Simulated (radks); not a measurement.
Question: All-electron atom: Sm+ in [Xe] 4f6 6s1. Calculated with a radial shooting solver on a logarithmic mesh with Libxc functionals: scalar-relativistic Kohn-Sham, PW91, spin-polarised, spherical densities, finite nucleus; open shells are filled with parallel spins first (spin-orbit coupling, left out, can overturn this in heavy ions); Fermi nuclear charge, rms radius 5.0819 fm. Some entries of the table are withheld. Estimate them.

| orbital | occ. | eigenvalue (eV) | r(max) (bohr) |
|---|---|---|---|
| 1s up | 1 | -46682.32 | 0.01449 |
| 1s down | 1 | -46682.31 | 0.01449 |
| 2s up | 1 | -7632.940 | 0.08215 |
| 2s down | 1 | -7632.905 | 0.08215 |
| 2p up | 3 | -6810.360 | 0.06634 |
| 2p down | 3 | -6810.335 | 0.06634 |
| 3s up | 1 | -1677.058 | 0.2337 |
| 3s down | 1 | -1675.213 | 0.2336 |
| 3p up | 3 | -1419.841 | 0.2291 |
| 3p down | 3 | -1418.007 | 0.2290 |
| 3d up | 5 | -1071.149 | 0.1877 |
| 3d down | 5 | -1069.733 | 0.1876 |
| 4s up | 1 | -339.3660 | 0.5395 |
| 4s down | 1 | -334.7210 | 0.5393 |
| 4p up | 3 | -254.8563 | 0.5631 |
| 4p down | 3 | -250.2089 | 0.5627 |
| 4d up | 5 | -136.2529 | 0.5877 |
| 4d down | 5 | -131.6162 | 0.5872 |
| 5s up | 1 | -50.3814 | (1) |
| 5s down | 1 | -47.6158 | (2) |
| 5p up | 3 | -30.1280 | (3) |
| 5p down | 3 | -27.9637 | (4) |
| 4f up | 6 | -9.8601 | 0.6136 |
| 6s up | 1 | -8.8621 | 3.400 |
| 4f down | 0 | -5.8507 | 0.6161 |

Answer: 
(1) 5s up r(max) (bohr): 1.256
(2) 5s down r(max) (bohr): 1.269
(3) 5p up r(max) (bohr): 1.427
(4) 5p down r(max) (bohr): 1.448
